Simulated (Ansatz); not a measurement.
Species: sum formula VO2Cl, charge 0, multiplicity 1. 
Geometry from a B3LYP-D3(BJ)/def2-TZVP (Ansatz, an electronic-structure program) optimisation:
```xyz
4

V      0.2939    -0.0670     0.3561
O      1.6744    -0.6674    -0.1273
O     -0.3435    -0.9787     1.4796
Cl    -1.0239     0.8652    -1.1182
```

Basis-set convergence of Hartree-Fock and MP2 correlation energies (hartree) with Ansatz. Cores are frozen in the correlated levels unless marked. Spin-orbit coupling is left out. Frozen are the shells of the preceding noble gas and the d and f shells that filled before the atom's block. Non-relativistic. The program attaches cautions to a run behind MP2/def2-SVPD: large difference. The program attaches cautions to a run behind MP2/def2-TZVPPD: large difference.

The Hartree-Fock reference is unstable (checked in the largest basis), which strains HF and MP2. The T1 diagnostic of CCSD in the largest basis is 0.042, which is high, so the coupled-cluster rows are less sure than usual.

```tsv
basis	functions	E(HF)	E(corr, MP2)
def2-SVPD	107	-1551.66269	-0.90903
def2-TZVPPD	198	(withheld)	(withheld)
```

Q: Complete the blanks.

A: 
- def2-TZVPPD, E(HF): -1552.13016
- def2-TZVPPD, E(corr, MP2): -1.04898
